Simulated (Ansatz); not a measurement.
Mulliken charges of `C[Se]P` from ωB97M-V/def2-TZVPP in Ansatz (PBE0-D4/def2-TZVP geometry).

| atom | x (Å) | y (Å) | z (Å) | charge (e) |
| --- | --- | --- | --- | --- |
| C1 | -0.831 | 1.073 | -0.509 | -0.415 |
| Se2 | 0.263 | 0.482 | 0.996 | -0.046 |
| P3 | 0.885 | -1.494 | 0.112 | -0.128 |
| H4 | -1.664 | 0.390 | -0.662 | 0.151 |
| H5 | -0.226 | 1.150 | -1.409 | 0.151 |
| H6 | -1.211 | 2.057 | -0.237 | 0.142 |
| H7 | 2.269 | -1.408 | 0.412 | 0.072 |
| H8 | 0.607 | -2.307 | 1.242 | 0.072 |

Q: By hand: the dipole of these point charges (1 e Å = 4.8032 D).

A: Σ q r = (-0.031, -0.019, -0.076) e Å, of length 0.084 e Å = 0.40 D.

Q: How does the dipole of the full density compare? (Best estimate.)

A: The calculation gave: (-0.070, 0.001, -0.133) e Å, 0.72 D; the point charges give 0.56 times that, at 15° from its direction.

Point charges leave out the atoms' own dipoles, such as those of lone pairs, and Mulliken's split depends on the basis, so the two needn't agree.
